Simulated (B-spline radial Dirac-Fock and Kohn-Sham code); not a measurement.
## Relativistic shifts of the levels of Ru¹⁸⁺

System: Ru¹⁸⁺ in the configuration [Ar] 3d8.

Both columns are ΔSCF binding energies of the configuration average from a radial atomic solver: non-relativistic Hartree-Fock with a point nucleus, and Dirac-Fock with a finite nucleus and the Coulomb interaction alone, averaged over the two j levels with weights 2j+1.

```
shell  Hartree-Fock (eV)  Dirac-Fock (eV)  shift (eV)  shift (%)
   1s            22139.4          22743.4     +603.94      +2.73
   2s             3640.2           3786.6     +146.47      +4.02
   2p             3397.4           3439.2      +41.88      +1.23
   3s             1054.8           1087.2      +32.44      +3.08
   3p              958.0            968.9      +10.92      +1.14
   3d              791.5            789.0       -2.50      -0.32
```

Relativity binds 1s, 2s, 2p, 3s, 3p more strongly, among those listed most of all 2s in relative terms, and 3d more weakly, because the contracted s and p shells screen the nucleus better.

Values without a named source are computed, but for edge energies of neutral atoms, which are taken from tables.
